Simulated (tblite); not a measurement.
`[Si@H]1(NC)C[Si@H](C1)N`. Computed geometry: GFN2-xTB, gas phase.

```
atom  x, y, z in Å
C1    -2.9674    0.2368   -0.8454
N2    -1.7354   -0.5041   -0.7398
Si3   -0.6742   -0.3480    0.6051
C4     0.8657   -1.4540    0.3678
Si5    2.0196    0.0616    0.4308
N6     2.6522    0.3701   -1.1486
C7     0.4958    1.1702    0.7523
H8    -3.6612   -0.2768   -1.5142
H9    -3.4182    0.2989    0.1424
H10   -2.8199    1.2576   -1.2169
H11   -1.3085   -0.6462   -1.6430
H12   -1.4969   -0.5938    1.7946
H13    0.8945   -2.0294   -0.5519
H14    1.0145   -2.1537    1.1832
H15    3.0050    0.0558    1.5255
H16    3.0290    1.2863   -1.3327
H17    3.2625   -0.3261   -1.5464
H18    0.4973    1.6491    1.7272
H19    0.3359    1.9550    0.0175
```

What is the longest distance between nuclei?

H8···H15, 7.33 Å; the next longest distance is 6.92 Å.

Work out the bond lengths C1–N2, C1–H8, C1–H9, N2–H11, Si3–C4, C4–H13, C4–H14, N6–H17 in Å.

For C1–N2 the difference vector is (1.2320, -0.7409, 0.1056) Å, of length 1.4415 Å. C1–N2 1.441; C1–H8 1.092; C1–H9 1.088; N2–H11 1.009; Si3–C4 1.911; C4–H13 1.085; C4–H14 1.085; N6–H17 1.008 Å.

Give the dihedral angles H12–Si3–C7–H18, H12–Si3–C4–H14, C7–Si5–N6–H17, C1–N2–Si3–C7.

H12–Si3–C7–H18 5° (synperiplanar); H12–Si3–C4–H14 -3° (synperiplanar); C7–Si5–N6–H17 -162° (antiperiplanar); C1–N2–Si3–C7 -78° (synclinal). Dihedral signs follow IUPAC: positive where, seen along the central bond, the front bond turns clockwise onto the rear one.

Where is the centre of mass (commonest isotopes), and what is the radius of gyration?

Mass 132.054 u; centre at (0.231, -0.076, 0.033) Å; Rg = √(Σ m r²/M) = 2.125 Å. As Ia + Ib + Ic = 2 Σ m r², the three principal moments sum to 1193.0 u·Å².

What is the repulsion energy of the bare nuclei, Σ ZA·ZB/RAB?

463.97 Eh over 171 pairs, with full nuclear charges and distances in bohr; the largest single term is 37.99 Eh (Si3 with Si5).

How far apart are these pairs, which share no bond: N2···C7, C4···H9, Si5···H9, Si5···H18, H16···H18?

N2···C7 3.164 Å (2 bonds apart); C4···H9 4.634 Å (4 bonds apart); Si5···H9 5.451 Å (5 bonds apart); Si5···H18 2.553 Å (2 bonds apart); H16···H18 3.988 Å (4 bonds apart).

Its GFN2-xTB frequencies are all real (lowest 28 cm⁻¹). One conformer, not necessarily the lowest. 3 starts were optimised and ended at 0.00, 0.26 and 0.35 kcal/mol (GFN2-xTB); the lowest of these is shown.
